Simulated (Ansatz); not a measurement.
Reaction (redistribution): `NBO[SiH3]` + `[SiH3]NCS` → `NB(S)O[SiH3]` + `CN[SiH3]`

Isolated molecules relaxed with PBE0-D4/def2-TZVP in Ansatz; ΔE leaves out vibrations. CBS: MP2 limit from def2 TZ/QZ plus the TZ coupled-cluster correction, frozen cores. DFT in def2-TZVPP. B3LYP here is the variant with VWN-RPA as its local correlation; programs differ in this. Each species was taken in one conformer, which may not be the lowest.

`NBO[SiH3]`:

Z-matrix (Å, degrees):
```
Si
O 1 1.641
H 1 1.487 2 110.8
H 1 1.485 2 108.9 3 120.6
H 1 1.485 2 108.9 3 -120.6
B 2 1.370 1 132.6 3 0.2
N 6 1.395 2 119.4 1 179.9
H 6 1.202 2 120.9 1 -0.1
H 7 1.003 6 122.6 2 -180.0
H 7 1.006 6 122.7 2 0.0
```

`[SiH3]NCS`:

Z-matrix (Å, degrees):
```
Si
N 1 1.728
H 1 1.490 2 115.5
H 1 1.485 2 106.9 3 120.5
H 1 1.486 2 107.0 3 -120.2
C 2 1.425 1 123.6 3 73.9
H 2 1.009 1 118.0 3 -79.4
S 6 1.847 2 111.1 1 -82.2
H 6 1.091 2 111.1 1 157.5
H 6 1.091 2 109.5 1 37.5
H 8 1.344 6 97.1 2 -174.9
```

`NB(S)O[SiH3]`:

```xyz
11

N     0.411   -1.313   -1.506
B     0.398   -0.497   -0.368
S     1.824   -0.387    0.790
O    -0.717    0.246   -0.104
Si   -1.214    1.357    0.998
H    -0.384   -1.350   -2.120
H     1.178   -1.897   -1.778
H     2.630   -1.229    0.126
H    -1.288    2.686    0.342
H    -0.276    1.421    2.149
H    -2.563    0.962    1.471
```

`CN[SiH3]`:

Cartesian coordinates in Å:
```
C -1.294 -0.464 -0.252
N -0.230 -0.003 0.614
Si 1.297 0.514 0.026
H -2.270 -0.320 0.219
H -1.294 0.123 -1.174
H -1.207 -1.522 -0.536
H -0.265 -0.396 1.541
H 1.080 1.593 -0.975
H 2.111 -0.542 -0.652
H 2.073 1.017 1.189
```

```
             level  ΔE (kJ/mol)  difference from CCSD(T)/CBS
            PBE-D4        -93.3                          2.1
         r2SCAN-D4        -98.6                         -3.2
           PBE0-D4        -97.2                         -1.8
          B3LYP-D4        -93.4                          2.0
           ωB97X-V        -94.8                          0.6
           ωB97M-V        -95.0                          0.4
            B2PLYP        -93.6                          1.8
               PBE        -92.0                          3.4
            r2SCAN        -98.3                         -2.9
              PBE0        -96.1                         -0.7
             B3LYP        -91.3                          4.1
     HF/def2-TZVPP        -95.6                         -0.2
    MP2/def2-TZVPP        -97.8                         -2.4
SCS-MP2/def2-TZVPP        -94.4                          1.0
   CCSD/def2-TZVPP        -96.0                         -0.6
CCSD(T)/def2-TZVPP        -95.5                         -0.1
     HF/def2-QZVPP        -95.0                          0.4
    MP2/def2-QZVPP        -97.5                         -2.1
SCS-MP2/def2-QZVPP        -94.2                          1.2
      HF/CBS(def2)        -94.9                          0.5
     MP2/CBS(def2)        -97.6                         -2.2
    CCSD/CBS(def2)        -95.9                         -0.5
       CCSD(T)/CBS        -95.4                            0
```

Largest T1 diagnostic among the species: 0.012.

From PBE to PBE0 (25 % exact exchange), in def2-TZVPP and without D4, ΔE moves by −4.1 kJ/mol.
